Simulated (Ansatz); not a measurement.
This geometry of CH6Sn + H2O (11 atoms, charge 0, multiplicity 1) is a first-order saddle point.

Theory: Ansatz, RKS PBE-D4/def2-SVP.

```xyz
11
Properties=species:S:1:pos:R:3
Sn -0.300 0.344 -0.487
H -0.111 0.720 1.636
C 1.801 -0.195 -0.446
H 1.906 -1.186 0.036
H 2.186 -0.252 -1.482
H 2.366 0.554 0.139
H -0.722 1.994 -0.767
H -1.034 -0.636 -1.739
O -1.769 -0.525 0.950
H -1.763 -1.502 1.040
H -0.940 0.055 1.612
```

Q: Which two structures does it join? (They come from a converged band through this point; their orientation in space is the band's.)

A: Bonds broken: Sn1–H2, O9–H11. Bonds formed: Sn1–O9, H2–H11. CH6Sn + H2O becomes CH6OSn + H2.

First end point:

```xyz
11
Properties=species:S:1:pos:R:3
Sn 0.208 0.089 -0.092
H 0.225 -0.221 1.615
C 2.267 -0.007 -0.798
H 2.694 -1.007 -0.592
H 2.300 0.182 -1.889
H 2.878 0.759 -0.283
H -0.436 1.651 -0.429
H -0.693 -1.155 -0.894
O -2.731 0.032 1.093
H -2.795 -0.896 0.798
H -2.297 -0.057 1.962
```

Last end point:

```xyz
11
Properties=species:S:1:pos:R:3
Sn -0.296 0.141 -1.036
H -0.698 0.207 3.480
C 1.802 -0.136 -0.637
H 1.946 -1.157 -0.233
H 2.393 -0.020 -1.566
H 2.140 0.604 0.113
H -0.789 1.807 -1.117
H -0.842 -0.715 -2.448
O -1.144 -0.726 0.590
H -2.111 -0.587 0.592
H -0.780 -0.047 2.753
```

Q: How far does it lie above each of them?

A: 28.9 kcal/mol above the first and 26.0 kcal/mol above the second. This is the barrier of this one path; another mechanism may lie lower. The orbitals stay closed-shell, which can raise the energy where a bond breaks towards radicals; this wasn't checked here.

Time of the run: 3.5 min on 2 threads of Arm Neoverse V1, on a shared host, peak memory 0.13 GiB.
